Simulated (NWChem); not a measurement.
System: dimethyl carbonate (C₃H₆O₃); SMILES COC(=O)OC

Here is an NWChem input.

```
start job
memory heap 200 mb stack 900 mb global 1100 mb
geometry units angstroms noautosym nocenter noautoz
  C     -2.315856    -0.001665    -0.019089
  O     -1.077779    -0.000858    -0.704061
  C      0.000000     0.000000     0.072178
  O      0.000000     0.000000     1.274533
  O      1.077779     0.000858    -0.704061
  C      2.315856     0.001665    -0.019089
  H     -2.417816     0.892261     0.614164
  H     -3.092661    -0.005370    -0.792603
  H     -2.414098    -0.892663     0.618844
  H      3.092661     0.005370    -0.792603
  H      2.417816    -0.892261     0.614164
  H      2.414098     0.892663     0.618844
end
basis spherical
  C library def2-svp
  O library def2-svp
  H library def2-svp
end
dft
  xc pbe0
  iterations 150
end
cosmo
  do_cosmo_smd true
  solvent dioxane
end
task dft energy
```

Excerpt of the output:

```
             Northwest Computational Chemistry Package (NWChem) 7.3.0
             --------------------------------------------------------

                             Geometry "geometry" -> ""
                             -------------------------

 Output coordinates in angstroms (scale by  1.889725989 to convert to a.u.)

  No.       Tag          Charge          X              Y              Z
 ---- ---------------- ---------- -------------- -------------- --------------
    1 C                    6.0000    -2.31585600    -0.00166500    -0.01908900
    2 O                    8.0000    -1.07777900    -0.00085800    -0.70406100
    3 C                    6.0000     0.00000000     0.00000000     0.07217800
    4 O                    8.0000     0.00000000     0.00000000     1.27453300
    5 O                    8.0000     1.07777900     0.00085800    -0.70406100
    6 C                    6.0000     2.31585600     0.00166500    -0.01908900
    7 H                    1.0000    -2.41781600     0.89226100     0.61416400
    8 H                    1.0000    -3.09266100    -0.00537000    -0.79260300
    9 H                    1.0000    -2.41409800    -0.89266300     0.61884400
   10 H                    1.0000     3.09266100     0.00537000    -0.79260300
   11 H                    1.0000     2.41781600    -0.89226100     0.61416400
   12 H                    1.0000     2.41409800     0.89266300     0.61884400

 Effective nuclear repulsion energy (a.u.)     253.4105192478

                                 NWChem DFT Module
                                 -----------------

 Summary of "ao basis" -> "ao basis" (spherical)
 ------------------------------------------------------------------------------
       Tag                 Description            Shells   Functions and Types
 ---------------- ------------------------------  ------  ---------------------
 C                          def2-svp                 6       14   3s2p1d
 O                          def2-svp                 6       14   3s2p1d
 H                          def2-svp                 3        5   2s1p

 in cosmo_initialize ...
 calling solv_data for solv:dioxane

 solvent parameters
 solvname_short: dioxane
 solvname_long:  1,4-dioxane
 dielec:        2.2099
 dielecinf:     2.0232
 nonaqueous SMD model solvent descriptors
 dielec:        2.2099
 sola:          0.0000
 solb:          0.6400
 solc:          0.0000
 solg:         47.1400
 solh:          0.0000
 soln:          1.4224

[...]

                                COSMO-SMD solvation results
                                ---------------------------

             internal energy in gas <Psi(g)|H|Psi(g)> =      -342.977459249672
         internal energy in solvent <Psi(s)|H|Psi(s)> =      -342.977304197933
                               delta internal energy  =         0.000155051739 (    0.10 kcal/mol)
   total free energy in solvent <Psi(s)|H+V/2|Psi(s)> =      -342.981258663133
 polarization energy contribution <Psi(s)|V/2|Psi(s)> =        -0.003954465200 (   -2.48 kcal/mol)
    total free energy in solvent including G(SMD-CDS) =      -342.981445787287
                       G(SMD-CDS) energy contribution =        -0.000187124154 (   -0.12 kcal/mol)
     1 M fixed-concentration free energy of solvation =        -0.003986537615 (   -2.50 kcal/mol)

                       DFT Final Molecular Orbital Analysis
                       ------------------------------------

 Vector   22  Occ=2.000000D+00  E=-3.232477D-01
              MO Center= -1.1D-07, -2.4D-09,  4.0D-01, r^2= 2.7D+00
   Bfn.  Coefficient  Atom+Function         Bfn.  Coefficient  Atom+Function
  ----- ------------  ---------------      ----- ------------  ---------------
    47      0.440949   4 O  py               50      0.330945   4 O  py
    19     -0.296470   2 O  py               61     -0.296470   5 O  py
    22     -0.233544   2 O  py               64     -0.233544   5 O  py
    85      0.099237   7 H  s                95     -0.098953   9 H  s
   105     -0.099237  11 H  s               110      0.098953  12 H  s

 Vector   23  Occ=2.000000D+00  E=-3.172305D-01
              MO Center=  1.1D-07,  3.4D-09, -3.3D-01, r^2= 3.8D+00
   Bfn.  Coefficient  Atom+Function         Bfn.  Coefficient  Atom+Function
  ----- ------------  ---------------      ----- ------------  ---------------
    19      0.401241   2 O  py               61     -0.401242   5 O  py
    22      0.306252   2 O  py               64     -0.306253   5 O  py
     5     -0.171351   1 C  py               75      0.171351   6 C  py
    85     -0.163596   7 H  s                95      0.163100   9 H  s
   105     -0.163596  11 H  s               110      0.163100  12 H  s

 Vector   24  Occ=2.000000D+00  E=-3.052007D-01
              MO Center=  1.4D-08,  8.4D-10,  7.6D-01, r^2= 1.7D+00
   Bfn.  Coefficient  Atom+Function         Bfn.  Coefficient  Atom+Function
  ----- ------------  ---------------      ----- ------------  ---------------
    46      0.568314   4 O  px               49      0.402354   4 O  px
    20      0.232927   2 O  pz               62     -0.232927   5 O  pz
    23      0.184812   2 O  pz               65     -0.184812   5 O  pz
    35      0.091183   3 C  px               18      0.067694   2 O  px
    60      0.067694   5 O  px               41     -0.054762   3 C  d  1

 Vector   25  Occ=0.000000D+00  E= 4.941646D-02
              MO Center=  9.5D-10, -2.5D-09,  2.6D-01, r^2= 2.1D+00
   Bfn.  Coefficient  Atom+Function         Bfn.  Coefficient  Atom+Function
  ----- ------------  ---------------      ----- ------------  ---------------
    33      0.594462   3 C  py               36      0.560215   3 C  py
    50     -0.414086   4 O  py               47     -0.376267   4 O  py
    19     -0.231286   2 O  py               61     -0.231286   5 O  py
    22     -0.228349   2 O  py               64     -0.228349   5 O  py
    86      0.228143   7 H  s               106     -0.228143  11 H  s

[...]
```

Level: PBE0/def2-SVP, SMD on the gas-phase geometry. The geometry was optimised at PBE0/def2-SVP. Solvent: 1,4-dioxane.
